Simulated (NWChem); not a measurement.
ethylenediamine (C2H8N2); SMILES NCCN

```xyz
12

N     -0.1745     1.8645    -0.0602
C      0.5059     0.5733    -0.0293
C     -0.5059    -0.5733    -0.0293
N      0.1745    -1.8645    -0.0602
H      0.5138     2.6228    -0.1381
H     -0.6561     2.0239     0.8352
H      1.2042     0.4260     0.8398
H      1.1343     0.4722    -0.9394
H     -1.1343    -0.4722    -0.9394
H     -1.2042    -0.4260     0.8398
H     -0.5138    -2.6228    -0.1381
H      0.6561    -2.0239     0.8352
```
Atoms are numbered in this order, from 1.

Computed with NWChem. Pople sets run with spherical d functions. Medium grid unless said otherwise, to which SCAN and Minnesota functionals are sensitive. All runs use the structure optimised with PBE-D3(BJ)/def2-SVP. B3LYP is NWChem's, with the RPA form of VWN correlation. Total energies of different functionals are on different scales.

```
level          energy (Ha)  highest occupied level (eV)  orbital gap (eV)  dipole (D)
-------------  -----------  ---------------------------  ----------------  ----------
B3LYP/6-31G*     -190.5046                        -6.17              8.41        2.10
PBE/6-31G*       -190.2499                        -4.84              6.43        2.07
r2SCAN/6-31G*    -190.3804                        -5.25              7.43        2.14
SCAN/6-31G*      -190.4117                        -5.26              7.41        2.15
M05-2X/6-31G*    -190.4650                        -8.03             11.74        2.20
BP86/6-31G*      -190.4992                        -4.96              6.54        2.08
BLYP/6-31G*      -190.4020                        -4.70              6.29        2.03
TPSS/6-31G*      -190.5277                        -5.02              6.89        2.07
PW91/6-31G*      -190.4163                        -4.89              6.41        2.07
PBE0/6-31G*      -190.2766                        -6.47              9.08        2.16
PW6B95/6-31G*    -190.7289                        -6.58              9.23        2.12
```
